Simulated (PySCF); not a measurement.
Isomers of C6H9F3, one GFN2-xTB conformer each. Single-point energies are computed at PBE0/pcSseg-1 (PySCF, gas phase, no added dispersion term), electronic only.

Question: Rank them by PBE0/pcSseg-1 energy, lowest first (kcal/mol).
A. `[CH3:1][C@@H:2]([CH2:3][F:4])[C@H:5]1[C@H:6]([F:7])[C@@H:8]1[F:9]` with C1–C2–C3–F4 -168°, C1–C2–C5–C6 94°
B. `[CH3:1][CH2:2][CH2:3][CH2:4][C:5]([F:6])=[C:7]([F:8])[F:9]` with C1–C2–C3–C4 -179°, C2–C3–C4–C5 177°, C3–C4–C5–F6 -72°

Answer: B (0.0), A (10.6).

As drawn, the lower has two fluorines on one carbon and a C=C bond outside aromatic rings, which the higher lacks; the higher has a three-membered ring, which the lower lacks. GFN2-xTB itself gives, in the same order: 0.0, 0.3. Both levels put the same isomer lowest.

Q: Which frontier levels, dipoles and rotational constants go with these structures?

A: 
```json
{"SMILES": "CCCCC(F)=C(F)F", "HOMO (eV, PBE0/pcSseg-1)": "-7.16", "LUMO (eV)": "0.75", "dipole (D)": "2.19", "A, B, C (MHz)": "3192, 672.3, 601.3"}
{"SMILES": "C[C@@H](CF)[C@H]1[C@H](F)[C@@H]1F", "HOMO (eV, PBE0/pcSseg-1)": "-7.97", "LUMO (eV)": "1.12", "dipole (D)": "3.45", "A, B, C (MHz)": "2135, 1122, 799.5"}
```
